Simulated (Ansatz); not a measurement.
C8H13NSi (`CCN([SiH3])c1ccccc1`). Total charge 0; spin multiplicity 1. All single points use the PBE0-D4/def2-TZVP geometry. It is one conformer, not always the lowest.

```xyz
23

C    -2.098    1.716    0.140
C    -1.987    0.215    0.348
N    -0.670   -0.218    0.788
Si   -0.389   -0.522    2.476
C     0.355   -0.323   -0.148
C     0.159   -0.083   -1.513
C     1.202   -0.220   -2.415
C     2.469   -0.592   -1.996
C     2.676   -0.827   -0.645
C     1.643   -0.695    0.263
H    -1.359    2.075   -0.579
H    -1.933    2.246    1.081
H    -3.092    1.981   -0.230
H    -2.259   -0.324   -0.565
H    -2.712   -0.098    1.103
H     0.622    0.401    3.060
H     0.081   -1.913    2.720
H    -1.695   -0.309    3.145
H    -0.811    0.216   -1.886
H     1.014   -0.026   -3.465
H     3.280   -0.694   -2.706
H     3.657   -1.118   -0.287
H     1.846   -0.888    1.312
```

Problem. What is the dipole moment at PBE/def2-TZVPP? (An estimate is asked.)

Solution. The calculation gave: 1.29 D, with components (-1.22, 0.40, 0.11) D in this frame, pointing from negative to positive charge.

Problem. And with r2SCAN, B3LYP, ωB97M-V? (An estimate is asked.)

Solution. The calculation gave: r2SCAN 1.29 D, B3LYP 1.22 D, ωB97M-V 1.15 D.

Problem. Give the Mulliken charges with PBE, B3LYP, ωB97M-V in def2-TZVPP. (An estimate is asked.)

Solution. Ansatz gave: 
```json
{"atom": "C1", "PBE": "-0.24", "B3LYP": "-0.24", "ωB97M-V": "-0.27"}
{"atom": "C2", "PBE": "-0.04", "B3LYP": "-0.04", "ωB97M-V": "-0.18"}
{"atom": "N3", "PBE": "-0.04", "B3LYP": "-0.15", "ωB97M-V": "-0.18"}
{"atom": "Si4", "PBE": "0.19", "B3LYP": "0.27", "ωB97M-V": "0.15"}
{"atom": "C5", "PBE": "0.15", "B3LYP": "0.16", "ωB97M-V": "0.21"}
{"atom": "C6", "PBE": "-0.16", "B3LYP": "-0.18", "ωB97M-V": "-0.18"}
{"atom": "C7", "PBE": "-0.13", "B3LYP": "-0.14", "ωB97M-V": "-0.14"}
{"atom": "C8", "PBE": "-0.14", "B3LYP": "-0.16", "ωB97M-V": "-0.15"}
{"atom": "C9", "PBE": "-0.11", "B3LYP": "-0.11", "ωB97M-V": "-0.12"}
{"atom": "C10", "PBE": "-0.18", "B3LYP": "-0.19", "ωB97M-V": "-0.19"}
{"atom": "H11", "PBE": "0.09", "B3LYP": "0.09", "ωB97M-V": "0.11"}
{"atom": "H12", "PBE": "0.08", "B3LYP": "0.08", "ωB97M-V": "0.10"}
{"atom": "H13", "PBE": "0.08", "B3LYP": "0.08", "ωB97M-V": "0.10"}
{"atom": "H14", "PBE": "0.07", "B3LYP": "0.07", "ωB97M-V": "0.12"}
{"atom": "H15", "PBE": "0.07", "B3LYP": "0.08", "ωB97M-V": "0.11"}
{"atom": "H16", "PBE": "-0.05", "B3LYP": "-0.06", "ωB97M-V": "-0.02"}
{"atom": "H17", "PBE": "-0.04", "B3LYP": "-0.06", "ωB97M-V": "-0.01"}
{"atom": "H18", "PBE": "-0.06", "B3LYP": "-0.07", "ωB97M-V": "-0.02"}
{"atom": "H19", "PBE": "0.09", "B3LYP": "0.11", "ωB97M-V": "0.11"}
{"atom": "H20", "PBE": "0.11", "B3LYP": "0.12", "ωB97M-V": "0.11"}
{"atom": "H21", "PBE": "0.11", "B3LYP": "0.12", "ωB97M-V": "0.11"}
{"atom": "H22", "PBE": "0.11", "B3LYP": "0.12", "ωB97M-V": "0.11"}
{"atom": "H23", "PBE": "0.08", "B3LYP": "0.10", "ωB97M-V": "0.11"}
```

B3LYP here is the variant with VWN-RPA as its local correlation; programs differ in this.
